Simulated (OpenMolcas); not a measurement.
**V2+: effect of the IPEA shift**

* Program: OpenMolcas 26.06
* Basis: ANO-RCC-VTZP [6s5p3d2f1g]
* Scalar Hamiltonian: DKH2, point nucleus
* Active space: 9 electrons in 8 orbitals (RAS1 3p, at most 2 holes; RAS2 3d)
* State averaging: 2S+1 = 4 even, 10 roots; 2S+1 = 2 even, 40 roots
* Spin-orbit coupling: RASSI with atomic mean-field integrals over the reference wave functions, term energies averaged over their components

Methods on the same reference wave functions:
A. RASSCF
B. MS-RASPT2, IPEA 0 Eh, imaginary shift 0.1 Eh (closed shells correlated: 3s)
C. MS-RASPT2, IPEA 0.25 Eh, imaginary shift 0.1 Eh (closed shells correlated: 3s)

Energies in cm⁻¹ above 3d³ ⁴F_3/2, the measured ground level; measured values from Sugar and Corliss, J. Phys. Chem. Ref. Data 7, 1191 (1978).

```tsv
Level	A	B	C	Measured
3d³ ⁴F_3/2	0.0	0.0	0.0	0.0
3d³ ⁴F_5/2	164	164	164	146
3d³ ⁴F_7/2	388	389	389	342
3d³ ⁴F_9/2	671	671	671	584
3d³ ⁴P_1/2	13980	11880	12100	11514
3d³ ⁴P_3/2	14055	11950	12170	11592
3d³ ⁴P_5/2	14247	12150	12370	11770
3d³ ²G_7/2	15176	11720	12220	11966
3d³ ²G_9/2	15420	11960	12460	12187
3d³ ²P_1/2	17899	15410	15720	15580
3d³ ²P_3/2	17993	15430	15780	15550
3d³ ²D_3/2(1)	19398	16360	16870	16330
3d³ ²D_5/2(1)	19603	16470	17020	16375
3d³ ²H_9/2	21268	16840	17210	16811
3d³ ²H_11/2	21458	17030	17400	16978
3d³ ²F_7/2	33848	27980	28500	27728
3d³ ²F_5/2	33952	28080	28610	27847
3d³ ²D_5/2(2)	50066	43210	43690	42267
3d³ ²D_3/2(2)	50208	43330	43820	42371
```

Deviations, from unrounded energies. A percentage is the sum of absolute deviations over the sum of measured energies, with the sign that they share, or ± where signs differ.

```tsv
Against measurement	Levels	A	B	C
mean absolute deviation (cm-1)	18	3400	260	510
fine structure of the ground term (%)	3	+14.2	+14.4	+14.3
other terms of the ground configuration (%)	15	+20.8	±1.5	+3.1
```

B lies closest to measurement on these levels and A furthest from it. The largest miss of B in the table is 3d³ ²D_3/2(2), by +960 cm-1. The ranking rests on the paired levels alone, and a cruder setting can come out closer through cancelling errors.

Between B and C the level of the table that moves most is 3d³ ²D_5/2(1), by 560 cm-1 (lowest in B, highest in C). Moves below CASPT2's spread within the term are not significant.

The mean deviations of B to C differ by less than CASPT2's widest spread within a term (1400 cm-1), so their order carries little weight.

From A to B the spin-free energies of the other terms of 3d³ shown, above ⁴F, scale by factors of 0.77 to 0.86, as is usual when dynamic correlation screens the repulsion within a d or f shell.

The lowest spin-free term lies below A's lowest term by 0.285 hartree in B, 0.279 hartree in C.

CASPT2 breaks the degeneracy within a term, and the mean is taken; among the terms shown or strongly mixed into the levels shown the widest spread is 1400 cm-1 (3d³ ⁴F, C). Active for correlation alone: 3p; no level in the range computed is led by a configuration that opens it, so any true level of that kind is missing. Without dynamic correlation excited terms often stand tens of per cent too high (terms of higher spin than the ground term too low), and those without a measured partner can miss by more than the paired ones (holds for A). Some levels mix across a computed gap that differs much from the measured one, so their mixing is not that of the real levels (holds for A; C). The CASPT2 spread within a term exceeds the gap to the next term for 3d³ ⁴P and 3d³ ²G, 3d³ ²D(1) and 3d³ ²H, so the order of their levels is uncertain (holds for C). Computed and measured levels are paired by configuration, term and J; levels that our copy of the source lacks, or whose pairing is in doubt (as where it misses far off the trend of its configuration), stay unpaired and out of the deviations. Levels of configurations outside the active space are missing.

A number in round brackets counts repeated terms of one configuration in the order of the reference energies.
